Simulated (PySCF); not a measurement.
Ti(F)3(OH) (F3HOTi), SMILES [OH][Ti]([F])([F])[F], multiplicity 1.

Geometry optimised at PBE0-D3(BJ)/def2-SVP. A frequency run showed that this geometry is not a minimum. The multiplicity is an assumed one; no other spin state was optimised. The structure was generated by enumeration; whether it is a known compound was not checked. One conformer was computed; it need not be the lowest.

Two levels are set side by side: TDA-PBE/def2-SVPD (PySCF) and TDA-ωB97X/def2-SVPD (PySCF). Vertical, same geometry. The lowest singlet is HOMO→LUMO 50 %, HOMO−1→LUMO+1 50 % with PBE and HOMO→LUMO 49 %, HOMO−1→LUMO+1 49 % with the other functional; states are paired by order. Differences are taken from unrounded values.

| quantity | TDA-ωB97X |
|---|---|
| lowest singlet excitation (eV) | 6.39 |
| lowest triplet excitation (TDA) (eV) | 6.04 |

Task: What does TDA-PBE give, and how far is it from TDA-ωB97X? (An estimate is asked for; the answer gives what the named calculation found.)

Result: 
| quantity | TDA-PBE | TDA-PBE minus TDA-ωB97X |
|---|---|---|
| lowest singlet excitation (eV) | 5.63 | -0.76 |
| lowest triplet excitation (TDA) (eV) | 5.31 | -0.73 |

Functionals without exact exchange tend to place singlet excitations lower, as here. Differences between two approximate levels are no errors against the true value.

Rough cost on one machine, each run with all the roots and properties that it gave: TDA-ωB97X against TDA-PBE about 5 times.
